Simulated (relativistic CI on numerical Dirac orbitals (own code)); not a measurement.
**Pr4+: N4,5 absorption edge**

Computed with this model: Dirac-Coulomb-Breit CI, separate exchange-only KLI orbitals for each configuration, QED by a radiative potential, multiplet model of core-to-valence dipole absorption, unscaled Slater integrals; configurations [Xe] 4f → [Kr] 4d9 4f2 5s2 5p6; 300 K; Lorentzian 0.75 eV and Gaussian 0.2 eV FWHM. Energies are those of the free ion, without screening or charge transfer. The branching ratio is the share of the lower-energy edge in the whole absorption, uncertain by about 0.02 where the edges overlap. S is read from ⟨S²⟩ = S(S + 1).

Field parameters in Wybourne normalisation. The field is a parameter set, without covalency.

free ion: ground-state S = 0.50, centroid 142.99 eV. Peaks (eV, height): 138.3 (93), 145.1 (68), 146.7 (100).

D4h, B20 = 750, B40 = 710, B44 = -1780, B60 = -70, B64 = -1340 cm⁻¹: ground-state S = 0.50, centroid 143.00 eV. Peaks (eV, height): 138.3 (95), 145.1 (72), 146.8 (100).

Strongest unbroadened transitions for D4h, B20 = 750, B40 = 710, B44 = -1780, B60 = -70, B64 = -1340 cm⁻¹:

```csv
Energy (eV),Relative strength
138.24,2.7
138.27,2.9
138.28,2.1
138.32,100.0
138.36,8.8
139.43,2.4
145.03,2.4
145.11,51.9
145.14,22.2
145.54,2.2
145.57,2.4
145.58,2.2
146.69,2.9
146.71,2.8
146.77,40.3
146.79,37.6
146.80,27.0
146.87,4.6
```
